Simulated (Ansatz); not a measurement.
Molecule: C₂H₇AlO₃, charge 0, multiplicity 1. SMILES: C[O][Al]([OH])[O]C
Coordinates optimised at B3LYP-D3(BJ)/def2-TZVP (Ansatz, an electronic-structure program):
```
Al
O 1 1.6809
C 2 1.4090 1 134.67
H 3 1.0937 2 109.82 1 -120.62
H 3 1.0937 4 108.11 2 119.80
H 3 1.0945 4 108.35 5 117.22
O 1 1.6817 2 119.87 3 180.00
C 7 1.4097 1 133.90 2 0.00
H 8 1.0936 7 109.81 1 -120.62
H 8 1.0936 9 108.12 7 119.80
H 8 1.0945 9 108.36 10 117.26
O 1 1.6938 2 119.41 3 0.00
H 12 0.9578 1 122.83 2 -180.00
```
Charge 0, spin multiplicity 1.

Parts of the frozen-core correlation energy in cc-pV(Q+d)Z (Ansatz, hartree). Frozen orbitals: 10; correlated occupied orbitals by spin: 18 and 18; virtual: 521 and 521. Spin-orbit coupling is left out. Non-relativistic.

```tsv
term	value
reference (HF)	-546.63372
MP2 opposite-spin	[?]
MP2 same-spin	-0.28748
CCSD correlation	[?]
(T)	[?]
T1 diagnostic	0.012
largest doubles amplitude	0.017
```

Question: Complete the blanks.

Answer: 
- MP2 opposite-spin, value: -0.93845
- CCSD correlation, value: -1.24573
- (T), value: -0.04752
